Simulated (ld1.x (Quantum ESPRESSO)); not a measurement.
**Building the TM potential for zirconium (revPBE, fully relativistic).**

zirconium, norm-conserving Troullier–Martins (Kleinman–Bylander form), made with ld1.x (Quantum ESPRESSO) 7.5 (revPBE, fully relativistic). Core [Ar] 3d10, reference 4s2 4p6 4d2 5s1 5p0 (charge +1). Waves: 4s (bound): rc 2.15 bohr; 4p (bound): rc 1.80 bohr; 4d (bound): rc 2.00 bohr. Local part: all-electron potential smoothed inside 1.75 bohr (lloc = -1). Core correction: none.

Open shells are filled in proportion to 2j + 1 (rel_dist='average').

Occupied shells without a wave of their own: 5s. They enter only through the test configuration that unscreens the potential.

All-electron outer shells of the reference configuration (revPBE, scalar-relativistic, ld1.x):

| shell | level (eV) | outermost node (bohr) | outermost maximum (bohr) |
| --- | --- | --- | --- |
| 3d | -181.31 | – | 0.35 |
| 4s | -61.14 | 0.55 | 1.08 |
| 4p | -39.11 | 0.56 | 1.17 |
| 4d | -9.92 | 0.58 | 1.59 |
| 5s | -9.84 | 1.46 | 3.00 |
| 5p | -6.19 | 1.68 | 3.71 |

Calculated quality:

| Quantity | Value |
| --- | --- |
| Largest excitation error | -1667 meV (all-electron minus pseudo) for 4s2 4p6 4d0 5s0 5p0, out of 7 test configurations |

A Bessel basis up to 400 Ry misses an occupied level by 0.03 Ry, so cutoffs and ghosts were not judged. The potential misses its own reference levels by up to 0.6 eV.

Generation and tests took about 2 s on one core of a shared server CPU.
